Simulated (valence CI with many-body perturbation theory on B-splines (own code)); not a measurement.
## Energy levels of Pd³²⁺

Calculated by valence CI with perturbative core correlation (CI+MBPT): four valence electrons over a frozen Dirac-Fock core [Ne], a basis of 11 s, 11 p, 10 d, 8 f, 5 g, 2 h functions for each j, with the one-electron correlation potential Σ1 (screened to all orders), the two-electron term Σ2, the three-electron term Σ3, Breit, model QED; selected single and double excitations, second order for the rest, scaled by the run's own slope (own B-spline code, finite nucleus).

No measured spectrum was set against this ion. As an estimate, large intervals hold to a few tenths of a per cent, small ones and those within an open d or f shell to about a per cent. Among the levels kept, up to 700 cm⁻¹ of a level comes from second order outside the variational space, and about a tenth of that is noise between levels of different J, which matters for small intervals.

Levels 136 to 177 of 177, with energies above the lowest level, 3s²3p² ³P_0. "Leading %" is the weight of the configuration and term that name the level; weights of strongly mixed levels are sums over their largest components and can fall short, so below about 35 % the name and the second component can differ from the true leading terms, or belong to a minority configuration. In the jj column 3d3/2^4 stands for four electrons in 3d with j = 3/2.

```
No.  Configuration  Term  J  E (eV)  Leading %  Second component                   Leading jj
136        3s3p3d²   ⁵P°  2  417.32         34  26 % 3s3p3d² ⁵D°  3s 3p1/2 3d3/2 3d5/2 (63 %)
137        3s3p3d²   ³H°  4  418.32         69    13 % 3p³3d ³G°  3s 3p1/2 3d3/2 3d5/2 (65 %)
138          3p³3d   ³D°  2  418.42         28  11 % 3s3p3d² ³D°   3p1/2 3p3/2^2 3d5/2 (31 %)
139          3p³3d   ¹P°  1  418.66         24    18 % 3p³3d ³S°   3p1/2 3p3/2^2 3d5/2 (34 %)
140        3s3p3d²   ³F°  3  422.79         21  14 % 3s3p3d² ⁵D°      3s 3p1/2 3d5/2^2 (48 %)
141          3p³3d   ³F°  2  423.54         54    10 % 3p³3d ¹D°   3p1/2 3p3/2^2 3d3/2 (56 %)
142        3s3p3d²   ³H°  5  425.79         50    24 % 3p³3d ³G°  3s 3p1/2 3d3/2 3d5/2 (43 %)
143        3s3p3d²   ³D°  1  425.88         43    14 % 3p³3d ³D°      3s 3p1/2 3d5/2^2 (33 %)
144          3p³3d   ³D°  2  427.74         21    19 % 3p³3d ³P°   3p1/2 3p3/2^2 3d5/2 (60 %)
145        3s3p3d²   ⁵G°  6  428.37         98                        3s 3p3/2 3d5/2^2 (68 %)
146        3s3p3d²   ³G°  4  429.03         29  23 % 3s3p3d² ³F°  3s 3p1/2 3d3/2 3d5/2 (44 %)
147        3s3p3d²   ³G°  3  429.87         16    16 % 3p³3d ³F°   3p1/2 3p3/2^2 3d5/2 (37 %)
148        3s3p3d²   ³G°  3  431.49         23    22 % 3p³3d ³F°   3p1/2 3p3/2^2 3d5/2 (28 %)
149          3p³3d   ³P°  2  432.06         21  17 % 3s3p3d² ³D°   3p1/2 3p3/2^2 3d5/2 (27 %)
150        3s3p3d²   ⁵F°  5  432.63         64  26 % 3s3p3d² ⁵G°  3s 3p3/2 3d3/2 3d5/2 (64 %)
151        3s3p3d²   ⁵F°  4  433.46         48  17 % 3s3p3d² ⁵D°  3s 3p3/2 3d3/2 3d5/2 (66 %)
152        3s3p3d²   ⁵D°  0  433.73         42    13 % 3p³3d ³P°      3s 3p3/2 3d3/2^2 (48 %)
153        3s3p3d²   ³G°  3  434.11         21    18 % 3p³3d ³G°   3p1/2 3p3/2^2 3d5/2 (31 %)
154        3s3p3d²   ⁵D°  3  434.73         44  38 % 3s3p3d² ⁵F°  3s 3p3/2 3d3/2 3d5/2 (50 %)
155        3s3p3d²   ⁵D°  1  434.78         71   9 % 3s3p3d² ⁵F°      3s 3p3/2 3d3/2^2 (72 %)
156        3s3p3d²   ⁵D°  0  434.94         35  20 % 3s3p3d² ³P°      3s 3p3/2 3d3/2^2 (36 %)
157        3s3p3d²   ⁵D°  2  435.02         62  24 % 3s3p3d² ⁵F°      3s 3p3/2 3d3/2^2 (56 %)
158          3p³3d   ³D°  1  435.59         33    17 % 3p³3d ¹P°   3p1/2 3p3/2^2 3d3/2 (50 %)
159        3s3p3d²   ³G°  4  436.06         28  12 % 3s3p3d² ³F°      3s 3p1/2 3d5/2^2 (37 %)
160        3s3p3d²   ⁵D°  3  438.89         29  26 % 3s3p3d² ⁵P°  3s 3p3/2 3d3/2 3d5/2 (62 %)
161        3s3p3d²   ³D°  1  439.16         32    19 % 3p³3d ³D°  3s 3p1/2 3d3/2 3d5/2 (25 %)
162        3s3p3d²   ⁵D°  4  439.58         81  14 % 3s3p3d² ³F°  3s 3p3/2 3d3/2 3d5/2 (57 %)
163        3s3p3d²   ⁵P°  3  441.05         31  19 % 3s3p3d² ³F°  3s 3p3/2 3d3/2 3d5/2 (37 %)
164        3s3p3d²   ³P°  0  441.28         26    19 % 3p³3d ³P°         3p3/2^3 3d3/2 (36 %)
165          3p³3d   ³P°  2  443.02         13    13 % 3p³3d ³D°  3s 3p3/2 3d3/2 3d5/2 (32 %)
166          3p³3d   ³P°  1  443.36         18    13 % 3p³3d ¹P°  3s 3p3/2 3d3/2 3d5/2 (38 %)
167          3p³3d   ¹D°  2  444.01         26  21 % 3s3p3d² ³F°   3p1/2 3p3/2^2 3d5/2 (27 %)
168        3s3p3d²   ³P°  0  444.62         60    14 % 3p³3d ³P°      3s 3p1/2 3d5/2^2 (51 %)
169        3s3p3d²   ⁵S°  2  444.84         46  23 % 3s3p3d² ⁵P°  3s 3p3/2 3d3/2 3d5/2 (37 %)
170        3s3p3d²   ³F°  4  445.18         45  12 % 3s3p3d² ⁵D°  3s 3p3/2 3d3/2 3d5/2 (40 %)
171          3p³3d   ³S°  1  446.01         17  11 % 3s3p3d² ⁵P°  3s 3p3/2 3d3/2 3d5/2 (28 %)
172        3s3p3d²   ³D°  2  446.13         27    14 % 3p³3d ³D°  3s 3p3/2 3d3/2 3d5/2 (24 %)
173        3s3p3d²   ³D°  3  447.23         20  14 % 3s3p3d² ¹F°  3s 3p3/2 3d3/2 3d5/2 (44 %)
174        3s3p3d²   ³P°  1  447.59         40  19 % 3s3p3d² ³S°      3s 3p1/2 3d5/2^2 (36 %)
175        3s3p3d²   ³F°  4  447.67         42    20 % 3p³3d ³F°      3s 3p3/2 3d5/2^2 (51 %)
176        3s3p3d²   ³F°  2  449.80         22  14 % 3s3p3d² ³P°  3s 3p3/2 3d3/2 3d5/2 (54 %)
177        3s3p3d²   ³D°  3  449.93         32    13 % 3p³3d ¹F°      3s 3p3/2 3d5/2^2 (58 %)
```

Names give the largest LS component (configuration and term), which can be under half, so a name can repeat, a term be missing and a line seem to break the LS rules; names also repeat where a configuration has a term twice.

Where two levels of one J and parity lie close, their mixing, g and order are uncertain.
